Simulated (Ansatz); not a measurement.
Relaxation of BCl$_{2}$H$_{5}$OSi (10 atoms, charge 0, multiplicity 1), to a largest force component of 0.03 eV/Å in at most 50 steps.

The calculation used RKS BHLYP/6-31G* (Ansatz 0.2.0).

```xyz
10
Properties=species:S:1:pos:R:3
B -0.032 0.613 0.161
Cl -0.113 0.606 1.980
H 1.010 0.452 -0.346
Cl -1.455 1.015 -0.747
O -0.065 -1.987 0.310
Si -0.890 -3.255 -0.372
H -0.256 -4.543 -0.026
H -2.298 -3.294 0.069
H -0.822 -3.037 -1.820
H -0.055 -1.875 1.282
```

Question: Where does it end, and by what steps?

Answer: It converged. After 22 steps the energy has fallen by 0.346 eV; Cl4 moved furthest, 0.83 Å. Joined: B1–O5 (2.60 → 1.62 Å).

```csv
step,energy less start (eV),largest force component (eV/Å),accepted
0,0.0000,1.174,yes
1,0.0219,0.962,no
2,-0.0376,1.008,yes
3,-0.0602,0.824,yes
4,-0.0915,0.578,yes
5,-0.1404,0.920,yes
6,-0.2158,0.674,yes
7,-0.2599,1.065,yes
8,-0.2657,0.702,yes
9,-0.3250,0.196,yes
10,-0.3316,0.114,yes
11,-0.3350,0.109,yes
12,-0.3365,0.057,yes
13,-0.3378,0.081,yes
14,-0.3384,0.046,yes
15,-0.3394,0.085,yes
16,-0.3401,0.310,yes
17,-0.3414,0.202,yes
18,-0.3429,0.121,yes
19,-0.3446,0.068,yes
20,-0.3448,0.287,yes
21,-0.3458,0.109,yes
22,-0.3461,0.016,yes
```

```xyz
10
Properties=species:S:1:pos:R:3
B -0.110 -0.113 0.187
Cl 0.338 0.650 1.788
H 0.724 -0.036 -0.646
Cl -1.781 0.325 -0.428
O -0.188 -1.690 0.566
Si -0.836 -2.929 -0.451
H -0.207 -4.161 0.046
H -2.291 -2.987 -0.300
H -0.396 -2.569 -1.796
H -0.227 -1.795 1.524
```

Whether the end is a true minimum wasn't checked by a vibrational analysis.

Time of the run: 44 s on 2 threads of Intel(R) Xeon(R) 6975P-C (Granite Rapids), on a shared host, peak memory 0.25 GiB.
